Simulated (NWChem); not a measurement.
System: C4H5F; SMILES C1=CC[C@H]1F

NWChem input:

```
start job
memory heap 200 mb stack 900 mb global 1100 mb
geometry units angstroms
  F     -1.433031     0.630542     0.448426
  C     -0.473744     0.146566    -0.406527
  C      0.909467     0.722714    -0.255579
  C      1.452981    -0.452732     0.047346
  C      0.151759    -1.208538     0.012788
  H     -0.905020     0.181530    -1.411697
  H      1.274404     1.725048    -0.372311
  H      2.455521    -0.786402     0.240387
  H      0.071790    -2.012074    -0.717550
  H     -0.200190    -1.555602     0.982051
end
basis spherical
  * library 6-31g*
end
dft
  xc b3lyp
  iterations 150
end
driver
  maxiter 120
end
task dft optimize
task dft freq
```

B3LYP is NWChem's, with the RPA form of VWN correlation.

The level has its own optimisation; frequencies are unscaled. Brackets give each atom's bonded neighbours.

Task: Predict the main results of this run. (B3LYP/6-31G* (spherical d).) Quantities: r C–F (Å); r C–C [C(CCFH)–C(CCH)] (Å); r C–C [C(CCFH)–C(CCHH)] (Å); r C–H [C(CCFH)–H(C)] (Å); highest harmonic frequency (cm⁻¹); lowest (cm⁻¹); zero-point energy (kcal/mol); dipole (D).

Result: 
| Quantity | Value |
|---|---|
| r C–F (Å) | 1.387 |
| r C–C [C(CCFH)–C(CCH)] (Å) | 1.512 |
| r C–C [C(CCFH)–C(CCHH)] (Å) | 1.565 |
| r C–H [C(CCFH)–H(C)] (Å) | 1.097 |
| highest harmonic frequency (cm⁻¹) | 3235 |
| lowest (cm⁻¹) | 214 |
| zero-point energy (kcal/mol) | 49.9 |
| dipole (D) | 1.78 |
